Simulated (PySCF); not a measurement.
Start geometry of `[CH3][Ge@H]([F])[O]C` from GFN2-xTB (Å):
```
atom  x, y, z in Å
C1     1.6849   -0.5476   -1.0844
O2     1.0230    0.5969   -0.5206
Ge3   -0.1192    0.6810    0.8061
C4    -1.8055   -0.1856    0.4502
F5    -0.3776    2.3897    0.7827
H6     0.9364   -1.2359   -1.4826
H7     2.2869   -0.1545   -1.9115
H8     2.3243   -1.0227   -0.3713
H9     0.5992    0.4818    2.1624
H10   -2.5669    0.0905    1.2200
H11   -2.2046    0.1470   -0.5081
H12   -1.7413   -1.2689    0.4479
```

What comes out of this run: PBE0-D3(BJ)/def2-SVP geometry optimisation, gas phase (PySCF 2.14.0)?

```
atom  x, y, z in Å
C1     1.8264   -0.5317   -1.0554
O2     0.4537   -0.5430   -0.7658
Ge3   -0.1868    0.3679    0.6034
C4    -2.0883    0.0927    0.6258
F5     0.1448    2.0532    0.2807
H6     2.4486   -0.7779   -0.1731
H7     2.0277   -1.2901   -1.8279
H8     2.1602    0.4477   -1.4422
H9     0.6232    0.0437    1.8713
H10   -2.5596    0.7212    1.3939
H11   -2.5019    0.3512   -0.3588
H12   -2.3082   -0.9632    0.8387
```

The energy falls by 27.6 kJ/mol over 29 energy and gradient evaluations, the largest force component goes from 0.0397 to 3.2e-04 Eh/bohr, and the atoms move by 1.010 Å rms after alignment. Among the bonds, C1–O2 and C1–H8 change most and about equally (-0.034 to +0.035 Å). Bonds longer at the end by more than 0.005 Å: 7 of 11; shorter: 4. Among the angles that change most is O2–Ge3–F5, from 97.7° to 106.6°. Among the dihedrals that turn most is C1–O2–Ge3–H9, from 74° to -50°. Rotational constants go from 4888, 2512, 1920 to 5164, 2561, 1971 MHz. The orientation of the end geometry is arbitrary; only internal coordinates are fixed.

The run used 123 basis functions and 195 SCF cycles in all. On an Arm Neoverse V2 with one thread, no GPU, shared host with 96 logical CPUs at a one-minute load of 95, this took 3.0 min and 0.51 GiB of memory at its peak.

PBE0-D3(BJ)/def2-SVP frequencies: not computed here. One conformer, not necessarily the lowest.
